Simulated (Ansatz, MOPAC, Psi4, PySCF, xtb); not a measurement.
Noncovalent pair: HF (SMILES F) (first 2 atoms) with CH6Si (SMILES C[SiH3]); geometry from B3LYP-D3(BJ)/def2-TZVP, rigid monomers moved along the line of their centres of mass till H2···H8 is 2.93 Å.
(charge 0, multiplicity 1):
```json
[
 {"atom": "F", "x (Å)": "0.4622", "y (Å)": "0.6342", "z (Å)": "-0.3607"},
 {"atom": "H", "x (Å)": "0.7698", "y (Å)": "0.1600", "z (Å)": "0.3807"},
 {"atom": "C", "x (Å)": "-1.4634", "y (Å)": "0.1989", "z (Å)": "3.9349"},
 {"atom": "Si", "x (Å)": "0.0343", "y (Å)": "-0.8590", "z (Å)": "4.2982"},
 {"atom": "H", "x (Å)": "-1.1669", "y (Å)": "1.2081", "z (Å)": "3.6456"},
 {"atom": "H", "x (Å)": "-2.1038", "y (Å)": "0.2695", "z (Å)": "4.8159"},
 {"atom": "H", "x (Å)": "-2.0504", "y (Å)": "-0.2240", "z (Å)": "3.1183"},
 {"atom": "H", "x (Å)": "0.9082", "y (Å)": "-0.9520", "z (Å)": "3.0880"},
 {"atom": "H", "x (Å)": "-0.3403", "y (Å)": "-2.2466", "z (Å)": "4.6525"},
 {"atom": "H", "x (Å)": "0.8703", "y (Å)": "-0.2841", "z (Å)": "5.3762"}
]
```

Interaction energies are E(AB) − E(A) − E(B) at the monomers' geometry in the complex; basis-set methods are counterpoise corrected.

Correlated levels freeze the cores. The state reached by PM3 isn't checked.

Run with Ansatz (a first-principles code); MOPAC for PM3 (differences of heats of formation); Psi4 for SAPT; PySCF for the dispersion terms; xtb for the GFN methods. 

```csv
level,interaction energy (kcal/mol)
PM3,-0.70
GFN1-xTB,-0.63
r2SCAN/def2-TZVPPD,-0.73
r2SCAN-D4/def2-TZVPPD,-0.81
PBE0/def2-TZVPPD,-0.73
PBE0-D3(BJ)/def2-TZVPPD,(withheld)
SCS-MP2/aug-cc-pV(D+d)Z,-0.72
CCSD(T)/aug-cc-pV(D+d)Z,-0.79
SAPT0/jun-cc-pV(D+d)Z,-0.74
```

Question: Fill in the missing entries.

Answer: 
- PBE0-D3(BJ)/def2-TZVPPD, interaction energy (kcal/mol): -0.96
